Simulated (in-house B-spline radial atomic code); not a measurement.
Ionisation energies along the 7-electron series, configuration 1s2 2s2 2p1/2(2) 2p3/2(1), as differences of self-consistent energies. Dirac energy differences include first-order Breit, QED and recoil terms. NIST's values go from ground level to ground level; the uncertainty of those that are theory runs from under 0.1 % in few-electron ions to several per cent in heavy many-electron ones. Computed with an all-electron radial atomic-structure program (B-spline basis): Dirac-Hartree-Fock, jj configuration that fills j = l - 1/2 first, finite nuclei.

A number in brackets counts the electrons of a j subshell.

| ion | configuration after | ionisation energy (eV) | IE/(q+1)² (eV) | -ε less Coulomb ΔSCF (eV) | Breit and QED recoil part (eV) | tabulated value (eV) | tabulated kind | computed minus tabulated (eV) |
| --- | --- | --- | --- | --- | --- | --- | --- | --- |
| Sn43+ | [He] 2s2 2p1/2(2) | 7074.1 | 3.654 | 1.6023 | -4.5803 | 7080 | semi-empirical | -6 |
| Sb44+ | [He] 2s2 2p1/2(2) | ? | ? | ? | ? | ? | tabulated theory | ? |
| Te45+ | [He] 2s2 2p1/2(2) | 7713.8 | 3.6455 | 1.6029 | -5.2216 | 7714 | tabulated theory | 0 |
| I46+ | [He] 2s2 2p1/2(2) | 8044.2 | 3.6416 | 1.6031 | -5.5644 | 8044 | tabulated theory | 0 |
| Xe47+ | [He] 2s2 2p1/2(2) | 8381.6 | 3.6379 | 1.6033 | -5.9212 | 8382 | tabulated theory | 0 |
| Cs48+ | [He] 2s2 2p1/2(2) | 8726.2 | 3.6344 | 1.6035 | -6.2934 | 8726 | tabulated theory | 0 |
| Ba49+ | [He] 2s2 2p1/2(2) | 9077.8 | 3.6311 | 1.6036 | -6.6805 | 9077 | tabulated theory | 1 |
| La50+ | [He] 2s2 2p1/2(2) | 9436.5 | 3.628 | 1.6038 | -7.0836 | 9437 | tabulated theory | -1 |
| Ce51+ | [He] 2s2 2p1/2(2) | 9802.3 | 3.6251 | 1.6039 | -7.5028 | 9803 | tabulated theory | -1 |
| Pr52+ | [He] 2s2 2p1/2(2) | 10175.3 | 3.6224 | 1.6039 | -7.9382 | 10175 | tabulated theory | 0 |
| Nd53+ | [He] 2s2 2p1/2(2) | ? | ? | ? | ? | ? | tabulated theory | ? |
| Pm54+ | [He] 2s2 2p1/2(2) | ? | ? | ? | ? | ? | tabulated theory | ? |
| Sm55+ | [He] 2s2 2p1/2(2) | 11337.0 | 3.6151 | 1.6039 | -9.3444 | 11337 | tabulated theory | 0 |

(1) Fill in the row of Sb44+.

(2) Fill in the row of Nd53+.

(3) Fill in the row of Pm54+.

Answers

(1) ionisation energy (eV): 7390.5; IE/(q+1)² (eV): 3.6496; -ε less Coulomb ΔSCF (eV): 1.6026; Breit and QED recoil part (eV): -4.8943; tabulated value (eV): 7390; computed minus tabulated (eV): 0.

(2) ionisation energy (eV): 10555.3; IE/(q+1)² (eV): 3.6198; -ε less Coulomb ΔSCF (eV): 1.604; Breit and QED recoil part (eV): -8.3901; tabulated value (eV): 10555; computed minus tabulated (eV): 0.

(3) ionisation energy (eV): 10942.6; IE/(q+1)² (eV): 3.6174; -ε less Coulomb ΔSCF (eV): 1.604; Breit and QED recoil part (eV): -8.8588; tabulated value (eV): 10942; computed minus tabulated (eV): 1.
